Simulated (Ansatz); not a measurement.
Species: KAu (charge 0, singlet). SMILES: [K][Au]
Geometry: optimised at B3LYP-D3(BJ)/def2-TZVP (Ansatz, an electronic-structure program).

Parts of the frozen-core correlation energy in def2-TZVPP (Ansatz, hartree). Frozen orbitals: 13; correlated occupied orbitals by spin: 6 and 6; virtual: 70 and 70. No spin-orbit coupling. Past Kr the def2 sets carry scalar-relativistic core potentials.

| term | value |
|---|---|
| reference (HF) | -733.97869 |
| MP2 opposite-spin | -0.27680 |
| MP2 same-spin | -0.14561 |
| CCSD correlation | -0.38607 |
| (T) | -0.01735 |
| T1 diagnostic | 0.031 |
| largest doubles amplitude | 0.049 |
